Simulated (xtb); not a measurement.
C₃H₆F₂Si, SMILES [C@H]1(F)C[C@H]1[SiH2]F. All values are semi-empirical tight-binding results from xtb (GFN2-xTB unless named), good for trends rather than for accurate numbers. Geometry: GFN2-xTB. The structure was generated by enumeration; whether it is a known compound was not checked. Other conformers were not sampled.

Optimised geometry:

```xyz
12

F      2.2273    -0.9383    -0.7569
Si     1.2478     0.0888     0.0104
C     -0.4920    -0.5612    -0.3154
C     -1.5405     0.3363    -0.9341
C     -1.6279    -0.0348     0.5011
F     -1.3501     0.9344     1.4265
H      1.6221    -0.0022     1.4115
H      1.4729     1.3815    -0.6174
H     -0.5647    -1.6117    -0.5725
H     -2.2600    -0.0884    -1.6176
H     -1.2603     1.3528    -1.1638
H     -2.4113    -0.6812     0.8770
```
Charge 0, spin multiplicity 1.

Estimate the properties. (An estimate is asked for; the answer gives what the named calculation found.)


| Quantity | Result |
|---|---|
| orbital gap | 6.14 eV |
| dipole moment | 1.61 D |
| zero-point energy | 51.1 kcal/mol |
| G − E(el) at 298.15 K (modified RRHO) | 31.3 kcal/mol |
| static polarisability (D4 model) | 63.8 bohr³ |
| solvation energy, GFN2-xTB/ALPB(water) | -1.1 kcal/mol |
| solvation energy, GFN2-xTB/ALPB(acetonitrile) | -2.6 kcal/mol |

Give the atomic charges and the Wiberg bond orders between heavy atoms. (Estimate from the structure and the level; the computed values follow.)

charges (e) F1 -0.28, Si2 0.55, C3 -0.14, C4 -0.08, C5 0.14, F6 -0.26, H7 -0.05, H8 -0.06, H9 0.04, H10 0.04, H11 0.05, H12 0.04. Bond orders F1–Si2 1.08, Si2–C3 0.88, C3–C4 0.96, C3–C5 0.97, C4–C5 0.98, C5–F6 0.93.
